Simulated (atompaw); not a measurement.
## How hard is this Hg PAW (atompaw) potential?

mercury (Hg), PAW, made with atompaw 4.2.0.5 (PBEsol, scalar-relativistic). Core [Xe] 4f14, reference 5d10 6s0 6p0 (charge +2). Waves: 6s (bound, empty): rc 2.30 bohr; 6s channel at 1.85 Ry: rc 1.60 bohr; 6p (bound, empty): rc 2.30 bohr; 6p channel at -0.7 Ry: rc 2.30 bohr; 5d (bound): rc 2.30 bohr; 5d channel at 1.55 Ry: rc 1.95 bohr. Local part: bessel scheme, radius 2.15 bohr. Core correction: smooth core density matched at 2.25 bohr. Augmentation charge: besselshape compensation charge, radius 1.85 bohr; PAW radius 2.30 bohr; waves and projectors: custom polynom2 7 10 vanderbiltortho.

The pseudo-atom Hamiltonian at the reference potential is diagonalised in spherical Bessel functions j_l(qr) that vanish at 20 bohr, with q² up to the cutoff. All-electron valence levels (Ry): 6s -1.7169, 6p -1.0831, 5d -2.1176.

Q: How do the lowest levels (Ry) of each channel move with the cutoff, and are there ghosts?

A:

```
cutoff (Ry)     s #1     s #2     p #1     p #2     p #3     d #1     d #2     f #1  Σ f·Δε (mRy)
          8  -1.7155  -0.5968  -1.0817  -0.4248  -0.2298  -2.0209  -0.4832  -0.2855         966.2
         15  -2.6346  -1.7162  -1.5158  -1.0828  -0.4247  -2.1120  -0.5042  -0.2858          55.9
         25  -3.7675  -1.7168  -1.8779  -1.0831  -0.4247  -2.1167  -0.5049  -0.2858           8.1
         40  -3.7705  -1.7169  -1.8821  -1.0831  -0.4247  -2.1173  -0.5049  -0.2858           2.1
         55  -3.7793  -1.7169  -1.8832  -1.0831  -0.4247  -2.1174  -0.5049  -0.2858           1.2
         80  -3.7833  -1.7169  -1.8840  -1.0831  -0.4247  -2.1175  -0.5049  -0.2858           0.5
        400  -3.7995  -1.7169  -1.8846  -1.0831  -0.4247  -2.1176  -0.5049  -0.2858           0.0
```

Result: ghost states, extra bound levels that the all-electron valence spectrum of the same l lacks: s at -51.7 eV, p at -25.6 eV (a true bound ghost makes a file unfit for plane-wave use); 10 mRy is reached at 25 Ry and 1 mRy at 60 Ry.
